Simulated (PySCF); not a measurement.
Species: C₂H₄N₂Si.
Structure used (PBE0-D3(BJ)/def2-SVP), in Å, numbered top down from 1:
```
atom  x, y, z in Å
C1    -1.8535   -0.3077   -0.3759
N2    -0.6956   -0.0314   -0.7968
Si3    0.5577    0.7464    0.1357
C4     1.9633   -0.4652    0.2446
N5     2.8417   -1.2166    0.3336
H6    -2.5840   -0.8005   -1.0435
H7    -2.2237   -0.0880    0.6488
H8     1.0540    1.9392   -0.5946
H9     0.1684    1.0895    1.5383
```

Linear response at CAM-B3LYP/def2-SVPD (PySCF, frozen core in the response, non-relativistic).

Static isotropic polarisability: 60.49 au (8.96 Å³), principal values 49.9, 54.7, 76.9 au.

**Question.** What is the polarisability at 1064 nm and at the sodium D line?

**Answer.** 61.07 au at 1064 nm (+1.0 %), 62.43 au at 589.3 nm (+3.2 %). The rise at 589.3 nm is 3.37 times that at 1064 nm; a pure ω² law gives 3.26. The lowest singlet lies at 303 nm, shorter than both wavelengths.

**Question.** What is the isotropic C6 coefficient between two such molecules, C6 = (3/π)∫α(iω)² dω?

**Answer.** 1382 au (Eh·bohr⁶) by a ten-point quadrature over imaginary frequencies, which is 826 eV·Å⁶ or 79.7 J·nm⁶/mol.

**Question.** Which effective excitation energy ω̄ makes London's formula C6 = (3/4)α²ω̄ exact here?

**Answer.** ω̄ = 4·C6/(3α²) = 0.504 Eh = 13.7 eV. A one-pole form α(ω) = α/(1 − ω²/ω̄²) fitted to the 1064 nm value gives 12.0 eV. London's choice of the ionisation energy (10.13 eV, ΔSCF at the same level) gives C6 = 1020 au, 26 % too low.

**Question.** What three-body coefficient follows from the one-pole estimate C9 = (3/4)·α·C6?

**Answer.** 62700 au. This is an estimate from the two numbers above, not a computed integral.

**Question.** What molar refraction at the D line follows from R = (4π/3)·N_A·α′, with α′ the polarisability volume?

**Answer.** α′ = 9.25 Å³ gives R = 23.34 cm³/mol, for isolated, non-vibrating species.

**Question.** How many electrons N does the Slater–Kirkwood formula C6 = (3/4)·√N·α^(3/2) need to give this C6?

**Answer.** N = (4·C6/3)²/α³ = 15.3; the species has 44 electrons in all.

**Question.** What n − 1 at the D line would an ideal gas of it have at 273.15 K and 1 atm (2.6868 × 10¹⁹ cm⁻³), by n − 1 = 2π·N·α′?

**Answer.** 15.62 × 10⁻⁴, a formal value whether or not that pressure can be reached.

**Question.** How anisotropic is the static polarisability, by Δα² = ½[(α1 − α2)² + (α2 − α3)² + (α3 − α1)²]?

**Answer.** Δα = 24.9 au, or 0.41 of the isotropic value.

**Question.** The lowest 6 singlets have (eV, f): 4.09, 0.000; 6.36, 0.031; 6.89, 0.002; 6.97, 0.004; 7.29, 0.003; 7.37, 0.002. What share of the static polarisability do they carry in the sum over states α = Σ f/ω²?

**Answer.** 0.75 au, 1.2 % of α; the largest term, 0.57 au, is that of the state at 6.36 eV. Their oscillator strengths add up to 0.04. Higher states carry the rest.

One conformer stands for the species.
